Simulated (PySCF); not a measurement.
CHCl, SMILES [CH]Cl (connectivity only; charge and spin as stated), neutral, multiplicity 1. Atoms are numbered in the order given.

```xyz
3

C     -0.1788    -1.1814     0.0000
Cl     0.0108     0.5070     0.0000
H      0.8890    -1.5302     0.0000
```
Charge 0, spin multiplicity 1.

The structure is a stationary point at PBE-D3(BJ)/def2-TZVPD. The isomer is the one that the SMILES or the coordinates give; other isomers of the formula were not compared.

These are PBE-D3(BJ)/def2-TZVPD run with PySCF values and carry that method's errors.

Frequencies are harmonic and unscaled.

| mode | ν (cm⁻¹) | IR (km/mol) | moving atoms (share of kinetic energy) |
|---|---|---|---|
| 1 | 796 | 67.7 | C 73 %, Cl 26 % |
| 2 | 1192 | 6.6 | H 91 % |
| 3 | 2798 | 68.8 | H 92 % |
